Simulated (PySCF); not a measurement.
B3LYP has the VWN-RPA correlation part, as in Gaussian. Excitations are Tamm–Dancoff values on a coarser integration grid. The basis has no diffuse functions, so Rydberg states are missing or too high.

Z-matrix (Å, degrees):
```
Ge
F 1 1.7538
H 1 1.5344 2 106.12
H 1 1.5344 3 112.60 2 -115.68
H 1 1.5344 3 112.60 4 -128.63
```
Charge 0, spin multiplicity 1.

Task: Predict the HOMO–LUMO gap, S1 excitation (TDA) and S1–T1 gap (TDA) from B3LYP-D3(BJ)/def2-TZVP (PySCF).

Result: 
The HOMO–LUMO gap comes out as 9.03 eV. The S1 excitation (TDA) comes out as 7.72 eV and the S1–T1 gap (TDA) comes out as 0.46 eV.
